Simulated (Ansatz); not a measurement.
Start from `BOC[SiH2]C` and change one atom or group to get `C[SiH2]CSS`.

Ansatz, PBE0-D4/def2-TZVP geometries, multiplicity 1. Each molecule was computed in one conformer, which needn't be the lowest.

```tsv
property	`BOC[SiH2]C`
HOMO energy (B3LYP/def2-TZVPP) / eV	-8.09
HOMO energy (ωB97M-V/def2-TZVPP) / eV	-10.57
LUMO energy (B3LYP/def2-TZVPP) / eV	-0.64
size of the dipole moment (PBE/def2-TZVPP) / D	1.50
LUMO energy (PBE/def2-TZVPP) / eV	-1.38
size of the dipole moment (B3LYP/def2-TZVPP) / D	1.41
```

**Question.** What does the change do to each property? (Best estimate.)

**Answer.** The calculation gave: 
```csv
property,`C[SiH2]CSS`,shift
HOMO energy (B3LYP/def2-TZVPP) / eV,-6.58,1.51
HOMO energy (ωB97M-V/def2-TZVPP) / eV,-8.97,1.60
LUMO energy (B3LYP/def2-TZVPP) / eV,-0.79,-0.15
size of the dipole moment (PBE/def2-TZVPP) / D,1.45,-0.05
LUMO energy (PBE/def2-TZVPP) / eV,-1.56,-0.18
size of the dipole moment (B3LYP/def2-TZVPP) / D,1.48,0.07
```

With PBE0 the HOMO rises by 1.48 eV and the LUMO falls by 0.16 eV, so the gap narrows by about 1.64 eV. PBE moves the HOMO by 1.39 eV and ωB97M-V by 1.60 eV. Dipoles are sizes alone; their direction can turn.

B3LYP here is the variant with VWN-RPA as its local correlation; programs differ in this.
